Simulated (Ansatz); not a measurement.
Gas-phase electronic energies from Ansatz, PBE0-D4/def2-TZVP geometries. CBS: MP2 limit from def2 TZ/QZ plus the TZ coupled-cluster correction, frozen cores. This one scheme is used for every species, atoms too. DFT in def2-TZVPP. HSE06 is defined as in plane-wave codes. No spin–orbit coupling; open shells (•) take unrestricted orbitals. Spin–orbit coupling would lower the free atoms: a little for C. def2 core potentials past Kr. For Au outer-core shells are correlated without core-valence functions, so the limit isn't a true one: a few kJ/mol of doubt a bond, and 10 to 20 or more in all where bonds break to atoms.

Reaction (atomization): `C[N](C)[Au]` → Au• + 2 C• + 6 H• + N•

```json
{"level": "HSE06-D4", "ΔE (kJ/mol)": "3395.9", "difference from CCSD(T)/CBS": "-1.0"}
{"level": "ωB97M-V", "ΔE (kJ/mol)": "3371.6", "difference from CCSD(T)/CBS": "-25.3"}
{"level": "PBE", "ΔE (kJ/mol)": "3463.4", "difference from CCSD(T)/CBS": "66.5"}
{"level": "revPBE", "ΔE (kJ/mol)": "3332.9", "difference from CCSD(T)/CBS": "-64.0"}
{"level": "HSE06", "ΔE (kJ/mol)": "3379.8", "difference from CCSD(T)/CBS": "-17.1"}
{"level": "CCSD/def2-SVP", "ΔE (kJ/mol)": "3161.8", "difference from CCSD(T)/CBS": "-235.1"}
{"level": "HF/def2-TZVPP", "ΔE (kJ/mol)": "2310.8", "difference from CCSD(T)/CBS": "-1086.1"}
{"level": "CCSD(T)/def2-TZVPP", "ΔE (kJ/mol)": "3301.4", "difference from CCSD(T)/CBS": "-95.5"}
{"level": "HF/CBS(def2)", "ΔE (kJ/mol)": "2318.6", "difference from CCSD(T)/CBS": "-1078.3"}
{"level": "CCSD/CBS(def2)", "ΔE (kJ/mol)": "3330.3", "difference from CCSD(T)/CBS": "-66.6"}
{"level": "CCSD(T)/CBS", "ΔE (kJ/mol)": "3396.9", "difference from CCSD(T)/CBS": "0"}
```

Largest T1 diagnostic among the species: 0.029, so the coupled-cluster value is less sure than usual.

Leaving LDA and LC-ωPBE aside and taking each functional with its dispersion term where it has one, the values, not all of them listed here, spread over 224.4 kJ/mol, from BHLYP-D4 to PBE-D4. LDA lies +466.2 kJ/mol from PBE without D4, its usual overbinding. At CCSD(T), def2-SVP lies −188.5 kJ/mol from the extrapolated value and def2-TZVPP −95.5 kJ/mol: correlation converges slowly with the basis, and small sets miss more of it in the bonded molecule than in its fragments.

For atomizations the MP2-based limit and the directly extrapolated one differ by several kJ/mol either way, and by 10 to 25 for some Ge, Se and Sn compounds, so smaller differences from it don't rank the levels.
